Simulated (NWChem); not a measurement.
System: MgSiH3I; SMILES [SiH3][Mg][I]

Here is an NWChem input.

```
start job
memory heap 200 mb stack 900 mb global 1100 mb
geometry units angstroms noautosym nocenter noautoz
  Mg     0.046051    -1.017824     0.000252
  I      0.366309     1.534298     0.001524
  Si    -0.274760    -3.565720    -0.001028
  H     -0.485847    -4.107074    -1.384665
  H     -1.462933    -3.986002     0.813406
  H      0.914492    -4.283447     0.567181
end
basis spherical
  * library def2-svpd
end
ecp
  I library def2-ecp
end
dft
  xc pbe0
  iterations 150
end
property
  response 1 0.0
end
task dft property
```

Structure relaxed at the PBE0/def2-SVP level. No frequency run checked for a minimum. def2 effective core potentials on I; no spin-orbit coupling.

Static field.

Question: Predict the main results of this run. (PBE0/def2-SVPD with def2 effective core potentials on I.) Quantities: isotropic polarisability (bohr³); anisotropy (bohr³).

Answer: isotropic polarisability (bohr³): 103.6
anisotropy (bohr³): 57.8
